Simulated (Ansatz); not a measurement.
Two members of one family (Series GaH2X), computed with Ansatz in the gas phase. The two geometries come from different levels. Binding counts from free atoms in the multiplicity of their measured ground term, without zero-point energy. A dash marks a value that wasn't run or was left out as unsound. The structures are stationary points that may keep the symmetry of their start. Remarks come from the PBE and PBE0 runs and from stability tests at other levels; not every state was tested. HOMO above LUMO (over both spins in singlets and doublets, within one spin in higher multiplets; at PBE or PBE0), or a gap under 0.15 eV within one spin, warns that the state may not be the lowest or that an electron is smeared out.

First: GaH2(OMe) (singlet, charge 0, B3LYP-D4/def2-TZVP geometry).

```xyz
8

Ga   -0.711   -1.409   -0.289
H    -0.077   -1.442   -1.719
H    -1.647   -2.425    0.426
O    -0.310    0.022    0.712
C     0.517    1.089    0.294
H     1.360    1.194    0.984
H    -0.050    2.024    0.308
H     0.919    0.948   -0.716
```

| level | HOMO (eV) | LUMO (eV) | gap (eV) | vertical IE (eV) | vertical triplet (eV) | binding per atom (eV) |
| --- | --- | --- | --- | --- | --- | --- |
| PBE-D4/def2-TZVP | -6.40 | -1.98 | 4.42 | 9.89 | 4.73 | 3.35 |
| BLYP-D4/def2-TZVP | -6.32 | -1.94 | 4.38 | – | – | 3.30 |
| r2SCAN-D4/def2-TZVP | -6.67 | -1.69 | 4.98 | 9.98 | 4.78 | 3.33 |
| PBE0-D4/def2-SVP | -7.74 | -1.11 | 6.63 | – | – | 3.32 |
| r2SCAN0-D4/def2-TZVP | -8.04 | -1.02 | 7.01 | – | – | 3.28 |

Remarks: gap within one spin near zero at PBE or PBE0 (+1 doublet), gap within one spin near zero at PBE or PBE0 (triplet).

Second: GaH2(SMe) (singlet, charge 0, PBE0-D4/def2-TZVP geometry).

```xyz
8

Ga    0.9301    1.0472    1.0681
H     1.1824    1.7955   -0.2833
H     1.4781    1.4392    2.4736
S    -0.3252   -0.7380    0.9727
C    -0.7478   -0.8608   -0.7915
H    -0.3573   -0.0128   -1.3543
H    -1.8320   -0.8879   -0.8906
H    -0.3284   -1.7825   -1.1946
```

Question: What does the change do? Estimate second minus first.

Answer: 
```tsv
level	Δ HOMO (eV)	Δ LUMO (eV)	Δ gap (eV)	Δ vertical IE (eV)	Δ vertical triplet (eV)	Δ binding per atom (eV)
PBE-D4/def2-TZVP	0.39	-0.12	-0.52	-0.67	-0.56	-0.17
BLYP-D4/def2-TZVP	0.46	-0.09	-0.55	–	–	-0.19
r2SCAN-D4/def2-TZVP	0.43	-0.17	-0.59	-0.77	-0.71	-0.16
PBE0-D4/def2-SVP	0.67	-0.16	-0.83	–	–	-0.16
r2SCAN0-D4/def2-TZVP	0.76	-0.18	-0.93	–	–	-0.13
```

Remarks: gap within one spin near zero at PBE or PBE0 (triplet).
